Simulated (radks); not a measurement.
Results of a calculation; reference values are marked as such.
Code: a radial shooting solver on a logarithmic mesh with Libxc functionals. Model: scalar-relativistic Kohn-Sham, PBE, spin-polarised, spherical densities, finite nucleus; open shells are filled with parallel spins first (spin-orbit coupling, left out, can overturn this in heavy ions); Fermi nuclear charge, rms radius of each element as measured or else 0.836 A^(1/3) + 0.57 fm. Each species is in its NIST ground configuration. Rank Cd, Rh, Ru, Ag, Mo, Nb, Zr, Pd, Tc by radius at which the density is 0.001 e/bohr^3 (bohr), largest first.

Answer. Zr 5.07, Tc 4.76, Nb 4.75, Mo 4.63, Ru 4.47, Rh 4.39, Cd 4.38, Ag 4.25, Pd 4.08.
